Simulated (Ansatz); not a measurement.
A series at Si: from `[SiH3]S[SiH2]Cl`, ligands are replaced one by one, each step taking up HCl and setting free H₂; n counts the steps. Ansatz, PBE0-D4/def2-TZVP geometries. Each molecule was computed in one conformer, which needn't be the lowest.

```tsv
n	molecule	HOMO energy, ωB97M-V/def2-TZVPP (eV)
0	`[SiH3]S[SiH2]Cl`	-9.98
1	`Cl[SiH2]S[SiH2]Cl`	?
2	`Cl[SiH2]S[SiH](Cl)Cl`	-10.41
3	`Cl[SiH2]S[Si](Cl)(Cl)Cl`	-10.47
```

Problem. By hand: fit a straight line y = ȳ + b (n − n̄) to the 3 given rows and predict n = 1.

Solution. n̄ = 1.667, ȳ = -10.287; Σ(n − n̄)(y − ȳ) = -0.797, Σ(n − n̄)² = 4.667, so b = -0.171 eV a step. Prediction: -10.287 + (-0.171) × (-0.667) = -10.17 eV.

Problem. By hand: compare with the computed value, -10.23 eV, and give the steps along the whole series.

Solution. The line misses by -0.06 eV (computed minus predicted). Steps: -0.25, -0.18, -0.06 eV.

The steps shrink at each stage, from -0.25 to -0.06 eV, so the series is curved. The highest orbital can change its character along such a series. The miss is 12.2 % of the series' range.
